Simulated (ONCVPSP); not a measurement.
**Building the ONCV potential for Te (Z = 52) (PBE, scalar-relativistic).**

The input file (ONCVPSP 4.0.1):

```
# ATOM AND REFERENCE CONFIGURATION
# atsym  z   nc   nv     iexc    psfile
  Te 52.00    9    2        4      upf
#
#   n    l    f
    1    0    2.00
    2    0    2.00
    2    1    6.00
    3    0    2.00
    3    1    6.00
    3    2   10.00
    4    0    2.00
    4    1    6.00
    4    2   10.00
    5    0    2.00
    5    1    4.00
#
# PSEUDOPOTENTIAL AND OPTIMIZATION
# lmax
    2
#
#   l,   rc,      ep,       ncon, nbas, qcut
    0    1.75    0.00    4    8    3.60
    1    1.90    0.00    3    7    4.40
    2    1.80    0.02    5    8    6.00
#
# LOCAL POTENTIAL
# lloc, lpopt,  rc(5),   dvloc0
    4    3    1.40   -1.00
#
# VANDERBILT-KLEINMAN-BYLANDER PROJECTORs
# l, nproj, debl
    0    3    1.60
    1    2    3.40
    2    2    1.40
#
# MODEL CORE CHARGE
# icmod, fcfact, rcfact
    0    0.00    0.00
#
# LOG DERIVATIVE ANALYSIS
# epsh1, epsh2, depsh
   -2.00    5.00    0.02
#
# OUTPUT GRID
# rlmax, drl
    6.00    0.01
#
# TEST CONFIGURATIONS
# ncnf
    4
# nvcnf
#   n    l    f
    2
    5    0    2.00
    5    1    3.00
#
    2
    5    0    2.00
    5    1    2.00
#
    2
    5    0    2.00
    5    1    1.00
#
    2
    5    0    1.00
    5    1    4.00
#
```

Command:

```bash
oncvpsp.x < Te.dat > Te.out
```

Output (shortened: citation, most of the input echo, consistency checks and plot data are left out):

```
[... start of the log left out ...]
         0.00010     0.00272        9.57
         0.00001     0.00027       23.58

Calculating optimized projector #   2

 for l=   1

    Fraction of norm inside rc  0.120082
    Optimizing pswf for qcut=   4.39 a_B^-1,  ecut=   9.65 Ha
    Residual kinetic energy error=  4.68D-03 Ha

    Energy error per electron        Cutoff
         Ha          eV             Ha
         0.01000     0.27211        8.92
         0.00100     0.02721       14.01
         0.00010     0.00272       57.00
         0.00001     0.00027      105.03

   Wellstate for l =  2  n =  5
     eigenvalue =   0.0200
     asymptotic potential =   0.5200
     half-point radius = 80.1024

   Wellstate for l =  2  n =  6
     eigenvalue =   1.4200
     asymptotic potential =   1.9200
     half-point radius =  4.0543

Calculating optimized projector #   1

 for l=   2

    Fraction of norm inside rc  0.000323
    Optimizing pswf for qcut=   6.01 a_B^-1,  ecut=  18.03 Ha

optimize: ERROR ps0norm > uunorm, code will stop
```

The run stopped because the continuity conditions at rc already need more norm inside rc than the all-electron wave has, so norm conservation cannot be met.

The run took about 1.3 s on one core of a shared server CPU.
